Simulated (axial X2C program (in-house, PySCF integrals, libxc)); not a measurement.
# SnS⁺: from the spin-free to the two-component result

Calculated with an axial X2C code built on PySCF integrals. Spin-free means the one-electron spin-free X2C Hamiltonian; two-component (2c) means X2C with spin–orbit coupling and atomic mean-field two-electron Coulomb and Gaunt terms, so the difference of the two also holds small scalar two-electron terms. Basis: Sn dyall-cv3z [11s12p9d4f1g], S dyall-av3z [9s8p3d2f] (cores contracted in-house); Gaussian nuclei, density fitting, unrestricted open shells. Masses: Sn 119.902 u, S 31.972 u.

Spin-free state: M_S = 1/2, Λ = 1 (beyond evenly filled blocks: π+α, π+β, π-α); fragments Sn+ + S.

| level | Re (Å) | ωe (cm⁻¹) | De (eV) | μ (D) |
| --- | --- | --- | --- | --- |
| PBE | 2.400 | 368.1 | 3.315 | -0.98 |

Dipoles are positive if S is the positive end and refer to the centre of mass.

Within this multiplet, which Ω should lie lowest by the rule for regular and inverted multiplets?

The open π shell holds three electrons, one hole, so the multiplet is inverted: Ω = Λ + 1/2 = 3/2. The PBE0 2c search agrees, though Ω = 1/2 of the search lies only 0.09 eV higher.

Two-component determinant lowest at the distance of the search:

Ω = 3/2 (⟨Sz⟩ = 0.50, ⟨Lz⟩ = 1.00 at PBE); fragments Sn+ + S.

```csv
level,Re (Å),ωe (cm⁻¹),μ (D)
PBE,2.401,365.8,-0.91
```

From the two tables, how do the constants change at the PBE level (2c against spin-free)?

At the PBE level Re goes up by 0.001 Å and ωe goes down by 2.3 cm⁻¹.

The state is a single determinant with fixed occupations, the lowest that a limited PBE0 search found. Dissociation energies refer to the lowest single-determinant-based atoms at the same level and basis. De is not given where an atomic determinant may have missed its ground term or J level, or where the truncated virtual space spoils (T). Density functionals use the spin component along the axis (collinear). The functionals have no current-density term, which raises determinants with orbital currents, atoms included. At some level and bond length an empty orbital lies below a filled one.
